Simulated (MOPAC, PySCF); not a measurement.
H3NOSi, SMILES `N[Si]O` (lower singlet), neutral singlet in the gas phase. This singlet lies 2.60 eV below the relaxed triplet at the level frozen-core CCSD(T)/cc-pVTZ // PBE0-D3(BJ)/def2-TZVP (Ansatz).

Z-matrix (Å, degrees):
```
N
H 1 1.0086
H 1 1.0104 2 111.55
Si 1 1.7163 2 120.14 3 -179.99
O 4 1.6558 1 102.64 2 179.95
H 5 0.9608 4 121.56 1 0.01
```
Charge 0, spin multiplicity 1.

All levels are single points at this geometry (PBE0-D3(BJ)/def2-TZVP); Pople sets use spherical d functions. Orbital energies aren't observables, and empty levels follow the basis.

BP86/6-31G* in PySCF gives gap (eV) = 4.34.

Q: Estimate the gap (eV) from each of these levels: PBE0-D3(BJ)/def2-TZVP in PySCF; SVWN5/6-31G* in PySCF; HF/3-21G in PySCF; PM3 in MOPAC; PM6 in MOPAC.

A: 
| level | gap (eV) |
|---|---|
| PBE0-D3(BJ)/def2-TZVP in PySCF | 6.12 |
| SVWN5/6-31G* in PySCF | 4.23 |
| HF/3-21G in PySCF | 11.97 |
| PM3 in MOPAC | 7.62 |
| PM6 in MOPAC | 7.90 |
